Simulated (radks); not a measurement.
Results of a calculation; reference values are marked as such.
Initial-state core-level shifts of the erbium ion Er3+ when its valence configuration changes from [Xe] 4f11. Level of theory: scalar-relativistic Kohn-Sham, SCAN, spin-unpolarised, spherical densities, finite nucleus; meta-GGA in the generalised Kohn-Sham scheme; Fermi nuclear charge, rms radius 5.2516 fm (a radial shooting solver on a logarithmic mesh with Libxc functionals). Shifts are changes of the shell-averaged eigenvalues in eV (positive: less bound); the change of the density at the nucleus, which sets a Mossbauer isomer shift, is in e/bohr^3, on a base of 9.193e+05.

valence               2p       3d       5s       5p  density at nucleus
4f9 6p2          -27.994  -30.053  -17.873  -15.489             +110.31
4f10.5 6p0.5      -6.533   -6.981   -4.445   -3.874              +23.94
4f10 5d1          -8.607   -9.625   -4.390   -3.543              +42.13
4f9 5d2          -18.044  -20.254   -8.808   -7.081              +89.42
4f10 6p1         -13.380  -14.321   -8.907   -7.745              +50.36
4f9 6s1 6p1      -26.784  -28.845  -16.481  -14.209             +198.11
4f8 5d3          -28.208  -31.779  -13.190  -10.571             +141.26
4f8.5 5d2 6p0.5  -25.558  -28.398  -13.313  -10.989             +119.95
